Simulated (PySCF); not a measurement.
Ga(OH)₃: from structure and modes to constants

These are results of PBE0/[Ga def2-TZVP, O def2-TZVP, H def2-TZVP], no relativity, density fitting, PySCF, not measurements.

The singlet minimum has C3h symmetry. Masses (u): Ga 68.92558, O 15.99492, H 1.00782.

```xyz
7
charge 0 multiplicity 1, angstrom
Ga    0.0000    0.0000    0.0000
O     1.7707    0.1171    0.0000
O    -0.9867    1.4749    0.0000
O    -0.7839   -1.5920    0.0000
H     2.2066   -0.7383    0.0000
H    -0.4639    2.2801    0.0000
H    -1.7426   -1.5418    0.0000
```

Harmonic wavenumbers (cm⁻¹): 172.4 (e', ×2), 201.0 (a'', ×1), 314.5 (a'', ×1), 349.0 (e'', ×2), 665.0 (a', ×1), 734.4 (e', ×2), 836.2 (a', ×1), 867.1 (e', ×2), 3899.0 (e', ×2), 3900.7 (a', ×1).

Q: Find the principal moments of inertia and the rotational constants. What kind of rotor is it?

A: About the centre of mass I = 83.737, 83.737, 167.47 u Å². With B = 16.8576/I this gives 0.2013, 0.2013, 0.1007 cm⁻¹. The molecule is an oblate symmetric top.

Q: What is the harmonic zero-point energy?

A: Half the sum of all 15 wavenumbers, 17961/2 = 8981 cm⁻¹, which is 107.4 kJ/mol (1 cm⁻¹ = 0.0119627 kJ/mol).

Q: Give the standard entropy (298.15 K, 1 bar) by its translational, rotational, vibrational and spin parts, and Cp.

A: Sackur–Tetrode with M = 119.93 u gives 168.6; rotation with symmetry number 3 gives 97.5; vibration 50.2; spin R ln 1 = 0.0. The total is 316.3 J/(mol K), and Cp = 4 R + 60.7 = 93.9 J/(mol K).

Other isomers or separated fragments may lie lower.
